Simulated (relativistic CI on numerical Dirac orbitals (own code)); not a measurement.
**One change at a time: Pr XXVIII**

Base calculation: Dirac-Coulomb-Breit CI, separate exchange-only KLI orbitals for each configuration, a model potential for QED, unscaled Slater integrals.

Configurations in the expansion (outside the closed core [Ar] 3d10): 4s2 4p2, 4s 4p3, 4s2 4p 4d, 4p4, 4s 4p2 4d, 4s2 4p 4f, 4s 4p2 4f, 4p3 4d, 4s 4p 4d2, 4s2 4d 4f, 4p3 4f, 4s2 4d2, 4s 4d3, 4s 4d2 4f, 4p2 4d2, 4p 4d3, 4p 4d2 4f, 4s2 4f2, 4s 4d 4f2, 4s 4f3, 4p2 4f2, 4p 4d 4f2, 4p 4f3, 4s 4p 4d 4f. Double excitations out of closed p, d and f shells are left out; levels of such configurations are missing from the list, as are those of other unlisted configurations, and high levels can miss mixing partners.

Variants: (1) only the first 3 configurations. Shifts of the energy above 4s2 4p2 3P_0, in cm⁻¹, for the lowest level and the first level of each name with at least 55 % of one term (blank where a level changes its place among those of its configuration and J or its character, or is not in the variant):

| Level | Base | Δ(1) |
| --- | --- | --- |
| 4s2 4p2 3P_0 | 0 | 0 |
| 4s2 4p2 3P_1 | 196652 | -398 |
| 4s2 4p2 1D_2 | 221199 | +1750 |
| 4s2 4p2 3P_2 | 436285 | +3699 |
| 4s2 4p2 1S_0 | 492158 | +8394 |
| 4s 4p3 3D°_3 | 910220 | -10895 |
| 4s 4p3 3P°_0 | 962177 | -10150 |
| 4s2 4p 4d 3F°_2 | 1053459 | -1820 |
| 4s2 4p 4d 3F°_3 | 1122502 | -806 |
| 4s2 4p 4d 3F°_4 | 1295186 | -1098 |
| 4s2 4p 4d 3P°_0 | 1323630 | +4857 |
| 4s2 4p 4d 3P°_1 | 1346313 | +5818 |
| 4s2 4p 4d 1F°_3 | 1422215 | +8488 |
| 4s2 4p 4d 1P°_1 | 1447127 | +9249 |
| 4s 4p2 4d 5F_1 | 1502443 |  |
| 4s 4p2 4d 3F_2 | 1657154 |  |
| 4s 4p2 4d 5D_0 | 1667323 |  |
| 4s 4p2 4d 5F_4 | 1699236 |  |
| 4s 4p2 4d 5F_5 | 1752333 |  |
| 4s 4p2 4d 5P_2 | 1789194 |  |
| 4s 4p2 4d 5P_1 | 1794154 |  |
| 4s 4p2 4d 3P_0 | 1889264 |  |

At this charge energies of transitions that change n are usually good to better than 1 %, and those within a shell (Δn = 0) to a few per cent.

Ionisation energy from the two ground configurations alone: base 985.309 eV. The NIST ASD value (theoretical) is 985 eV.

LS names give the leading component of a level, which can be under half, so a name can repeat, a term be missing and a line seem to break the LS rules.
